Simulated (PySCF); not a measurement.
**Interval between two levels of Ga²⁺ by level of theory**

Ga²⁺ [Ar] 3d10 4s1 [2S1/2, M_J = 1/2] → Ga²⁺ [Ar] 3d9 4s2 [2D5/2, M_J = 5/2], as a difference of total energies. All numbers are calculated (PySCF 2.14, the two-component X2C-1e Hamiltonian, in x2c-TZVPall-2c). Correlated levels: [Ne] frozen. "Screened" scales the spin-orbit matrix elements by Boettger's factors to mimic the two-electron term; Breit and QED terms are absent.

```json
{"method": "GHF (spin-free)", "interval between two levels (cm⁻¹)": "127350"}
{"method": "GMP2 (spin-free)", "interval between two levels (cm⁻¹)": "135950"}
{"method": "GHF (screened spin-orbit)", "interval between two levels (cm⁻¹)": "125860"}
{"method": "GMP2 (screened spin-orbit)", "interval between two levels (cm⁻¹)": "134460"}
```
